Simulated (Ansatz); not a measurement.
Total energies of Ag(NH3)Cl (AgNClH3) from Ansatz at r2SCAN-D4/def2-TZVPD, gas phase (1 Eh = 27.2114 eV = 2625.5 kJ/mol). The reference geometry is relaxed at PBE-D4/def2-TZVP.

```xyz
6

Ag   -0.257   -0.833   -0.888
N     0.188    0.610    0.650
H    -0.023    0.238    1.579
H    -0.359    1.464    0.526
H     1.177    0.870    0.638
Cl   -0.726   -2.349   -2.506
```

```
                 state   geometry  energy (Eh)
      charge 0 singlet  reference   -663.85489
     charge -1 doublet  reference   -663.85706
free Ag atom (doublet)          –   -147.01662
 free N atom (quartet)          –    -54.58108
 free H atom (doublet)          –     -0.49993
free Cl atom (doublet)          –   -460.11735
```

In the def2 sets Ag takes a core potential; there is no spin–orbit coupling.

(1) Work out the vertical electron affinity, to the doublet.

(2) What is the binding energy per atom against free atoms?

(1) E(charge 0 singlet) − E(charge -1 doublet) = -663.85489 − (-663.85706) = 0.00217 Eh = 0.06 eV; so near zero that its sign isn't settled.

(2) Atoms: 1 × (-147.01662) + 1 × (-54.58108) + 3 × (-0.49993) + 1 × (-460.11735) = -663.21484 Eh. Binding: -663.21484 − (-663.85489) = 0.64005 Eh = 17.42 eV, or 2.90 eV for each of 6 atoms (no zero-point energy, no counterpoise term).

At r2SCAN-D4/def2-TZVPD the highest occupied level of the charge -1 doublet lies above zero (up to 1.67 eV). Energy differences put its binding near zero (0.06 eV; vertical, to the charge 0 singlet, at r2SCAN-D4/def2-TZVPD), which leaves it undecided.
